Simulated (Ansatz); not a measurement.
A nudged elastic band was laid between two geometries of CH4NPSi (8 atoms, charge 0, multiplicity 1).

Level of theory: Ansatz 0.2.0, RKS CAM-B3LYP-D4/def2-SVP.

| Property | Result |
| --- | --- |
| movable images | 5 |
| climbing image | yes |
| spring | 5.0 eV/Å² |
| optimiser | quadratic models (default) |
| start path | IDPP |
| force threshold | 0.05 eV/Å |
| iteration limit | 60 |
| end points | relaxed |

Image 0:

```xyz
8
Properties=species:S:1:pos:R:3
N 1.996 -0.585 2.097
C 1.282 -0.100 1.329
Si 0.124 0.638 0.073
P -1.381 -0.965 -0.440
H 0.960 1.106 -1.060
H -0.554 1.786 0.721
H -0.451 -1.707 -1.223
H -1.885 -0.230 -1.553
```

Image 6:

```xyz
8
Properties=species:S:1:pos:R:3
N 1.458 -0.740 2.151
C 1.002 -0.142 1.274
Si 0.236 0.774 -0.154
P -1.242 -0.512 -1.270
H 1.341 1.179 -1.054
H -0.447 1.964 0.409
H -0.362 -1.630 -1.329
H -1.895 -0.950 -0.083
```

(1) Which bonds break or form, and what moves?

(2) What energy profile does the band end with?

(3) What is the geometry of the highest image?

(4) What are the harmonic wavenumbers there?

The band took 13 iterations and of the order of 2.3 core-minutes.

## Answers

(1) No bond is made or broken. The height of P4 over the plane of its neighbours goes from -0.87 to 0.86 Å.

(2) It converged. The highest image is number 3 of 0 to 6, 102.6 kJ/mol above the first end and 104.5 kJ/mol above the last; the last end lies 1.9 kJ/mol below the first. A vibrational analysis at the climbing image gives one clearly imaginary mode, 720i cm⁻¹: a first-order saddle point.

```json
{"image": "0", "path coordinate (Å)": "0.00", "energy (kJ/mol)": "0.0", "height of P4 over the plane of its neighbours (Å)": "-0.87"}
{"image": "1", "path coordinate (Å)": "0.71", "energy (kJ/mol)": "2.0", "height of P4 over the plane of its neighbours (Å)": "-0.86"}
{"image": "2", "path coordinate (Å)": "1.42", "energy (kJ/mol)": "12.2", "height of P4 over the plane of its neighbours (Å)": "-0.75"}
{"image": "3", "path coordinate (Å)": "2.12", "energy (kJ/mol)": "102.6", "height of P4 over the plane of its neighbours (Å)": "-0.04"}
{"image": "4", "path coordinate (Å)": "2.65", "energy (kJ/mol)": "33.3", "height of P4 over the plane of its neighbours (Å)": "0.54"}
{"image": "5", "path coordinate (Å)": "3.17", "energy (kJ/mol)": "3.1", "height of P4 over the plane of its neighbours (Å)": "0.80"}
{"image": "6", "path coordinate (Å)": "3.69", "energy (kJ/mol)": "-1.9", "height of P4 over the plane of its neighbours (Å)": "0.86"}
```

(3) 
```xyz
8
Properties=species:S:1:pos:R:3
N 1.436 -0.812 2.529
C 1.018 -0.253 1.608
Si 0.348 0.642 0.112
P -0.952 -0.574 -1.120
H 1.540 1.079 -0.651
H -0.464 1.767 0.629
H -0.493 -1.423 -2.125
H -2.341 -0.483 -1.037
```

(4) 720i, 84, 129, 253, 368, 418, 516, 610, 623, 803, 859, 897, 1040, 2286, 2300, 2380, 2595, 2636 cm⁻¹.

Time of the run: 73 s on 2 threads of AMD EPYC 9R14 (Zen 4), with other jobs on the host, peak memory 0.21 GiB.
